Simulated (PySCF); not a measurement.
Species: C3H7O3S (doublet state).
SMILES with atom numbers: `[CH3:1][CH:2]([CH3:3])[S:4]([O:5])(=[O:6])=[O:7]` (hydrogens: H8, H9, H10 on C1; H11 on C2; H12, H13, H14 on C3)

Structure optimised with GFN2-xTB, isolated species. This method treats the open shell by occupation alone, without spin polarisation.

(1) Give the optimised bond lengths and angles.

## Answers

(1) 
| bond | length (pm) |
| --- | --- |
| C1–C2, C2–C3 | 148.8 |
| C2–S4 | 196.8 |
| S4–O5, S4=O6, S4=O7 | 143.6 |
| C1–H8 and 5 like bonds | 109.0 |
| C2–H11 | 108.6 |

Bonds in one row agree within 1 pm and their mean is given. A selection of angles:
| angle | degrees |
| --- | --- |
| C2–C1–H8 | 109.8 |
| C2–C1–H9 | 110.6 |
| H8–C1–H9 | 108.4 |
| H8–C1–H10 | 108.6 |
| C1–C2–C3 | 118.1 |
| C1–C2–S4 | 102.5 |
| C1–C2–H11 | 115.2 |
| C3–C2–S4 | 102.7 |
| S4–C2–H11 | 99.4 |
| C2–S4–O5 | 99.6 |
| O5–S4–O6 | 117.4 |

Torsions: C1–C2–S4–O5 59° (synclinal).

Of the pairs four or more bonds apart, O5···H9 is among the closest relative to their van der Waals radii: 2.43 Å, 89 % of the sum of Bondi's values. All 3 O–S bonds measure 1.435 to 1.437 Å. S4 (sulfur bonded to C and 3 O) is distorted tetrahedral (angles from 99.4° to 117.4°).

Point group: Cs (tolerance 0.08 Å). No frequency check.

All values are computed, not measured.
